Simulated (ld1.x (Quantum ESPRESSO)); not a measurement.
**Configuration tests for titanium (PAW)**

```
Element                 : titanium (Ti)
Generator               : ld1.x (Quantum ESPRESSO) 7.5
Type                    : PAW
Functional              : PBE
Relativity              : scalar-relativistic
Frozen core             : [Ar]
Valence charge          : 4
Reference configuration : 3d2 4s2 4p0
Partial waves           : 4s (bound): rcut 2.30, rcutus 3.20 bohr; 4s channel at 3.4 Ry: rcut 2.30, rcutus 3.20 bohr; 4p (bound, empty): rcut 3.50, rcutus 3.90 bohr; 4p channel at 1.05 Ry: rcut 3.50, rcutus 3.90 bohr; 3d (bound): rcut 1.95, rcutus 2.20 bohr; 3d channel at 0.5 Ry: rcut 1.95, rcutus 2.20 bohr
Local potential         : all-electron potential smoothed inside 1.75 bohr (lloc = -1)
Core correction         : a·sin(br)/r model core inside 2.00 bohr
Augmentation charge     : PSQ, inside the norm-conserving radii
```

Energies are relative to the spin-unpolarised reference configuration 3d2 4s2 4p0; without spin polarisation the order of configurations can differ from experiment.

Its overlap operator is not positive definite in a basis up to 400 Ry (lowest eigenvalue s -0.04), so the file is unfit for use: the generalised eigenproblem breaks down once the basis is large enough, and its test numbers describe a broken file.

```
valence configuration  charge  ΔE all-electron (eV)  error AE − PS (meV)
          3d2 4s1 4p0      +1                 7.347                 -1.6
          3d2 4s0 4p0      +2                20.919                  -13
          3d1 4s0 4p0      +3                47.867                 -699
          3d2 4s0 4p2       0                 6.288                 -1.9
          3d3 4s1 4p0       0                 1.106                  -91
          3d3 4s0 4p0      +1                 7.395                 -149
          3d2 4s0 4p1      +1                11.123                 -4.4
```

Levels in the configuration 3d2 4s0 4p0:

```csv
level,all-electron (eV),pseudo (eV)
3d,-19.680,-19.755
```

The ghost test of this file was not conclusive.
